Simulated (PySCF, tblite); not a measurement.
C7H13PSi.
Structure used (GFN2-xTB), in Å, numbered top down from 1:
```xyz
22
C7H13PSi angstrom
C     -3.1000   -0.1577   -0.5923
C     -2.2821    0.2759    0.6239
C     -0.8698   -0.1878    0.4947
C     -0.2738   -1.1774    1.1881
C      1.0942   -1.4205    0.8179
C      1.5790   -0.6304   -0.1651
Si     3.2893   -0.6936   -0.9258
P      0.2345    0.4038   -0.8300
C      0.7100    2.0515   -0.1200
H     -4.1218    0.2083   -0.5201
H     -2.6483    0.2382   -1.5005
H     -3.1202   -1.2428   -0.6657
H     -2.3065    1.3677    0.6955
H     -2.7224   -0.1345    1.5362
H     -0.7516   -1.7290    1.9847
H      1.6834   -2.1719    1.3234
H      3.2139   -1.2676   -2.2722
H      4.1525   -1.5070   -0.0676
H      3.8279    0.6686   -1.0208
H      1.5628    2.4316   -0.6780
H      0.9657    1.9569    0.9335
H     -0.1272    2.7370   -0.2406
```

Computed with PBE0/pcSseg-1 in PySCF (dipole) on a GFN2-xTB geometry, gas phase.

Masses are those of the commonest isotopes; rigid-rotor values at the optimised geometry. The values belong to one conformer with, in the numbering `[CH3:1][CH2:2][c:3]1[cH:4][cH:5][c:6]([SiH3:7])[p:8]1[CH3:9]`, C1–C2–C3–C4 -108°.

(1) What are A, B and C (cm⁻¹)?

(2) Classify the top.

(3) What does the inertial defect say?

(4) Give the other two planar moments, Paa and Pbb, and the rms extents of the mass along the axes.

(5) Predict some low-J microwave lines.

(6) Estimate the classical rotational partition function at 25 K, 100 K and 298.15 K.

Answers

(1) Ia = 222.33, Ib = 699.65, Ic = 796.51 u·Å²; 505379 MHz·u·Å²/I gives 2273, 722.3 and 634.5 MHz, that is A = 0.07582, B = 0.02409, C = 0.02116 cm⁻¹.

(2) An asymmetric top. Ray's parameter κ = (2B − A − C)/(A − C) = -0.893; −1 is the prolate and +1 the oblate limit.

(3) Not planar: Δ = Ic − Ia − Ib = -125.48 u·Å². For a rigid frame Δ = −2 Σ m c², so Σ m c² = 62.74 u·Å² lies off the ab plane: 18.78 from hydrogen and 43.96 from heavier atoms. The atom farthest from that plane is 2.02 Å away.

(4) Paa = Σ m a² = (Ib + Ic − Ia)/2 = 636.91 and Pbb = Σ m b² = (Ia + Ic − Ib)/2 = 159.60 u·Å². With the mass M = 156.05 u, the rms extents √(P/M) along a, b and c are 2.02, 1.01, 0.63 Å.

(5) The dipole components are |μa| = 1.14 D, |μb| = 0.05 D, |μc| = 1.14 D. Intensities carry the squares of the components, which stand as 1.00 : 0.00 : 0.99 (a : b : c). Some lines, for components of 0.1 D or more:

| type | branch | J(Ka,Kc) | MHz | lower level (cm⁻¹) |
| --- | --- | --- | --- | --- |
| a | R | 1(0,1) ← 0(0,0) | 1357 | 0.000 |
| c | Q | 2(1,2) ← 2(0,2) | 1467 | 0.136 |
| c | Q | 1(1,1) ← 1(0,1) | 1551 | 0.045 |
| c | R | 1(1,0) ← 0(0,0) | 2995 | 0.000 |
| a | R | 3(1,3) ← 2(1,2) | 3936 | 0.185 |
| a | R | 3(0,3) ← 2(0,2) | 4056 | 0.136 |
| c | R | 2(1,1) ← 1(0,1) | 4440 | 0.045 |
| c | R | 3(1,2) ← 2(0,2) | 5930 | 0.136 |
| c | R | 2(2,1) ← 1(1,1) | 7542 | 0.097 |
| c | Q | 3(3,1) ← 3(2,1) | 7957 | 0.485 |
| c | R | 3(2,1) ← 2(1,1) | 8741 | 0.193 |
| c | R | 3(3,0) ← 2(2,0) | 12042 | 0.349 |
| c | R | 3(3,1) ← 2(2,1) | 12046 | 0.349 |

(6) Point group C1, symmetry number σ = 1; q = (√π/σ)·√((kT/h)³/(ABC)), k/h = 20836.6 MHz/K: 20600 at 25 K, 165000 at 100 K, 850000 at 298.15 K.

Its GFN2-xTB frequencies are all real (lowest 25 cm⁻¹). Constants of a rigid frame at the computed geometry: no zero-point averaging, no centrifugal distortion. A rigid rotor knows nothing of internal rotation, which can split or shift real lines.
